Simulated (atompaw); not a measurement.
## Reading a pseudo-wave (arsenic (As))

Columns: radius, all-electron u(r) and pseudo u(r) of the 3d shell (level -45.27 eV) of arsenic in the configuration [Ne] 3s2 3p6 3d10 4s2 4p2.5; PBE, scalar-relativistic, PAW (atompaw) scheme, atompaw 4.2.0.5.

| r (bohr) | all-electron | pseudo |
| --- | --- | --- |
| 0.042 | 0.0250 | 0.0006 |
| 0.085 | 0.1346 | 0.0047 |
| 0.127 | 0.3048 | 0.0153 |
| 0.169 | 0.4983 | 0.0351 |
| 0.212 | 0.6897 | 0.0668 |
| 0.254 | 0.8524 | 0.1101 |
| 0.296 | 0.9834 | 0.1654 |
| 0.338 | 1.0813 | 0.2319 |
| 0.381 | 1.1493 | 0.3094 |
| 0.423 | 1.1877 | 0.3917 |
| 0.465 | 1.2029 | 0.4769 |
| 0.508 | 1.1991 | 0.5633 |
| 0.550 | 1.1808 | 0.6428 |
| 0.592 | 1.1517 | 0.7137 |
| 0.635 | 1.1137 | 0.7740 |
| 0.677 | 1.0711 | 0.8184 |
| 0.719 | 1.0250 | 0.8469 |
| 0.762 | 0.9757 | 0.8592 |
| 0.804 | 0.9266 | 0.8557 |
| 0.846 | 0.8775 | 0.8384 |
| 0.888 | 0.8289 | 0.8102 |
| 0.931 | 0.7804 | 0.7731 |
| 0.973 | 0.7345 | 0.7323 |
| 1.015 | 0.6902 | 0.6898 |
| 1.058 | 0.6468 | 0.6468 |
| 1.100 | 0.6064 | 0.6064 |

**Question.** How many radial nodes do the two functions have?

**Answer.** The all-electron 3d function has n − l − 1 = 0; the pseudo-wave has 0.

**Question.** Where does each function peak?

**Answer.** Outermost all-electron maximum near 0.47 bohr, pseudo maximum near 0.76 bohr (to the table’s step).

**Question.** Is the pseudo-wave norm-conserving?

**Answer.** No, it belongs to a PAW set: the norm inside the radius is not constrained, and the difference is carried by the augmentation charge.
